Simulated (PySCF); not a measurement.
## CH7NPSi4: g tensor and hyperfine couplings

Compound: CH7NPSi4 (doublet state).
Geometry (GFN2-xTB, Å), atoms numbered from 1 in this order:
```xyz
14
CH7NPSi4 angstrom
N      4.4438    1.0930    0.5368
C      3.3353    0.7895    0.6317
Si     1.5730    0.3017    0.9191
Si    -0.0882    1.6876   -0.0198
Si    -1.0239   -0.3200   -0.8939
P     -2.9678   -0.9645    0.0068
Si     0.7480   -1.6690   -0.0802
H      0.2004    2.7359   -1.0052
H     -0.8764    2.3873    1.0078
H     -1.3043   -0.3735   -2.3386
H     -3.5045    0.3034    0.0793
H     -2.5135   -0.8974    1.3084
H      0.4446   -2.6990    0.9226
H      1.5329   -2.3754   -1.0968
```

The hyperfine couplings belong to this conformer and change with its torsions.

The species is `N#C[Si]1[SiH2][SiH](P)[SiH2]1` [radical].

Theory: UKS B3LYP, pcH-1 on C H N P Si, non-relativistic, mean-field spin-orbit, GIAO (PySCF 2.14.0). Isolated species at its GFN2-xTB geometry (one conformer only). The geometry wasn't refined by DFT: couplings that depend on bond lengths, twists or pyramidal angles can differ widely from those at the functional's own minimum, by a factor of two or more for some ions and for spin on atoms past the first row. No stability test was run, so a lower SCF solution isn't excluded.

| Quantity | Value |
| --- | --- |
| g1, g2, g3 | 2.00297, 2.00369, 2.00722 |
| g_iso | 2.00463 |
| Form of g | rhombic: the two nearest values differ by 17 % of g3 − g1 |
| ⟨S²⟩ | 0.7553 (exact 0.7500) |

Isotropic coupling and dipolar principal values T1 to T3, in MHz; ρ(0) is the spin density at the nucleus:

| atom | isotope | a_iso | of which spin–orbit | T1 | T2 | T3 | Mulliken spin population | ρ(0) (bohr⁻³) |
| --- | --- | --- | --- | --- | --- | --- | --- | --- |
| N1 | 14N | 3.1 | 0.0 | -6.4 | -5.0 | 11.4 | 0.13 | 0.0098 |
| C2 | 13C | -11.0 | 0.0 | -7.6 | -0.4 | 8.0 | -0.09 | -0.0098 |
| Si3 | 29Si | -328.2 | 0.9 | -157.7 | 78.1 | 79.6 | 0.85 | 0.3703 |
| Si4 | 29Si | -6.0 | 0.0 | -11.4 | 5.3 | 6.1 | 0.01 | 0.0067 |
| Si5 | 29Si | -30.1 | 0.0 | -4.5 | 1.6 | 2.9 | 0.01 | 0.0339 |
| P6 | 31P | -8.1 | -0.1 | -14.6 | -13.2 | 27.8 | 0.03 | -0.0044 |
| Si7 | 29Si | -10.8 | 0.0 | -11.3 | 5.1 | 6.3 | 0.02 | 0.0121 |
| H8 | 1H | 26.2 | 0.0 | -2.1 | -0.3 | 2.4 | 0.01 | 0.0059 |
| H9 | 1H | 13.6 | 0.0 | -1.9 | -1.3 | 3.2 | 0.00 | 0.0030 |
| H10 | 1H | 2.1 | 0.0 | -0.9 | -0.4 | 1.3 | 0.00 | 0.0005 |
| H11 | 1H | -1.4 | 0.0 | -1.1 | 0.0 | 1.1 | 0.00 | -0.0003 |
| H12 | 1H | 1.9 | 0.0 | -1.5 | 0.1 | 1.3 | 0.00 | 0.0004 |
| H13 | 1H | 12.2 | 0.0 | -2.0 | -1.3 | 3.3 | 0.00 | 0.0027 |
| H14 | 1H | 30.0 | 0.0 | -2.1 | -0.3 | 2.4 | 0.02 | 0.0067 |

Largest spin populations (Mulliken): Si3 (+0.85), N1 (+0.13) and C2 (-0.09). No atom but Si3 exceeds +0.15. The positive populations add up to 1.09 and the negative ones to -0.09, together 2S = 1. The angles at Si3 add up to 330.5°, so it is pyramidal.

Axes: g3 points within 14° of the N1–C2 bond.

Under fast tumbling the dipolar parts average out, and these isotropic splittings remain: 2 × 1H (H8/H14, I = 1/2, 3 lines) with 1.00 mT, 2 × 1H (H9/H13, I = 1/2, 3 lines) with 0.46 mT, 1 × 31P (P6, I = 1/2, 2 lines) with 0.29 mT, 1 × 14N (N1, I = 1, 3 lines) with 0.11 mT and 1 × 1H (H10, I = 1/2, 2 lines) with 0.08 mT.

Nuclei that the bonding pattern makes equivalent are averaged, as if the motion that swaps them (rotation, inversion, ring flip) were fast.

The 29Si coupling of Si3 (-328.2 MHz) shows only in satellite lines or after enrichment, since that isotope makes up about 4.7 % of natural silicon.

The 13C coupling of C2 (-11.0 MHz) shows only in satellite lines or after enrichment, since that isotope makes up about 1.07 % of natural carbon.

The spin density at the nucleus, in bohr⁻³, is negative for C2 (-0.0098) and P6 (-0.0044), for instance. A restricted open-shell determinant has no negative spin density anywhere; here it arises because α and β orbitals differ (spin polarisation).
